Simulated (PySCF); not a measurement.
Compound: C₅H₁₄N₂Si.
Structure used (PBE0-D3(BJ)/def2-SVP), in Å, numbered top down from 1:
```xyz
22
C5H14N2Si angstrom
C     -1.8994   -1.1973    0.2346
C     -1.2343    0.1432    0.5485
C     -1.9879    1.2971   -0.0975
N      0.1613    0.1870    0.1639
C      1.1020   -0.6240    0.9136
C      2.4994   -0.2545    0.4209
N      2.3802   -0.0752   -1.0166
Si     0.8068    0.5446   -1.4164
H     -1.9129   -1.3734   -0.8534
H     -2.9380   -1.2229    0.5998
H     -1.3603   -2.0341    0.7042
H     -1.2758    0.2919    1.6462
H     -3.0375    1.3168    0.2308
H     -1.5216    2.2601    0.1560
H     -1.9941    1.1978   -1.1975
H      1.0076   -0.4248    1.9969
H      0.9354   -1.7123    0.7682
H      2.8406    0.6638    0.9422
H      3.2142   -1.0575    0.6705
H      3.2301    0.1927   -1.4967
H      0.7331    2.0039   -1.7618
H      0.1794   -0.1773   -2.5737
```

The closed-shell ground state was solved at several levels (PySCF, density fitting, gas phase, non-relativistic).

```json
{"level": "wB97X-D/def2-SVPD", "basis functions": "276", "HOMO (eV)": "-7.99", "LUMO (eV)": "2.16", "gap (eV)": "10.15", "dipole (D)": "0.87"}
{"level": "PBE0/pcSseg-1", "basis functions": "213", "HOMO (eV)": "-6.09", "LUMO (eV)": "0.83", "gap (eV)": "6.92", "dipole (D)": "0.91"}
```

(1) What might KT2/pcSseg-1 (213 basis functions) give for the same quantities?

(2) Over all these levels, which gives the widest orbital gap and which the narrowest?

(3) How far do the dipole and the HOMO energy spread over the levels?

Results:

(1) HOMO -4.89 eV, LUMO -0.24 eV, gap 4.65 eV, dipole 0.86 D.

(2) wB97X-D/def2-SVPD (range-separated hybrid) has the widest, 10.15 eV, and KT2/pcSseg-1 (GGA) the narrowest, 4.65 eV. Functional and basis both differ between the two, so the spread mixes both effects.

(3) The dipole runs from 0.86 to 0.91 D (mean 0.88 D) and the HOMO from -7.99 to -4.89 eV.

One conformer stands for the species.
